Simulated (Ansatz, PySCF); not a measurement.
Molecule: CHO2, net charge 0, doublet state. It need not be the lowest isomer of its formula. SMILES: [O][C]O
Structure (B3LYP-D3(BJ)/def2-TZVP (Ansatz, an electronic-structure program) minimum search):
```
C
O 1 1.1763
O 1 1.3404 2 127.01
H 3 0.9671 1 108.83 2 -180.00
```
Charge 0, spin multiplicity 2.

Quantity: atomisation energy (electronic, to ground-state atoms), in eV. Cores are frozen in the correlated levels unless marked. UHF or UKS for open shells. Spin-orbit coupling is left out. Non-relativistic. FCI takes restricted orbitals. The coupled-cluster limit lacks core correlation, which all-electron functionals hold. CBS marks a two-point X^-3 extrapolation of the correlation energy; Hartree-Fock from the larger set.

| level | program | atomisation energy (eV) |
|---|---|---|
| HF/cc-pVQZ | Ansatz | 10.70 |
| M06-L-D4/def2-TZVPD | PySCF + dftd4 | 17.16 |
| PBE0/STO-3G | Ansatz | 16.43 |
| PBE0-D3(BJ)/def2-TZVP | Ansatz + dftd3 | 17.28 |
| TPSSh-D3(BJ)/def2-TZVPD | PySCF + dftd3 | 16.95 |
| FCI/STO-3G | Ansatz | 12.98 |
| CCSD(T)/CBS(cc-pVTZ,cc-pVQZ) | Ansatz | 17.13 |
